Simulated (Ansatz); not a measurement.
`CB(O)CO` → B• + 2 C• + 7 H• + 2 O•  (atomization)

Isolated molecules relaxed with PBE0-D4/def2-TZVP in Ansatz; ΔE leaves out vibrations. CBS: MP2 limit from def2 TZ/QZ plus the TZ coupled-cluster correction, frozen cores. This one scheme is used for every species, atoms too. DFT in def2-TZVPP. No spin–orbit coupling; open shells (•) take unrestricted orbitals. Spin–orbit coupling would lower the free atoms: a little for B, C, O. Each species was taken in one conformer, which may not be the lowest.

| level | ΔE (kJ/mol) |
| --- | --- |
| ωB97X-V | 4773.0 |
| PBE0 | 4768.0 |

(1) What does CCSD(T)/CBS give? (An estimate is asked.)

Largest T1 diagnostic among the species: 0.014.

Results:

(1) Ansatz gave: +4768.9 kJ/mol. The listed levels differ from it by 4.1, -0.9 kJ/mol.

In def2-TZVPP, CCSD(T) changes the Hartree–Fock value by +1145.6 kJ/mol (the triples alone add +64.3 kJ/mol) and MP2 by +1235.9 kJ/mol; breaking electron pairs costs correlation energy, which Hartree–Fock lacks. From PBE to PBE0 (25 % exact exchange), in def2-TZVPP and without D4, ΔE moves by −88.2 kJ/mol: exact exchange takes away binding that semilocal exchange gives to molecules.

For atomizations the MP2-based limit and the directly extrapolated one differ by several kJ/mol either way, and by 10 to 25 for some Ge, Se and Sn compounds, so smaller differences from it don't rank the levels.
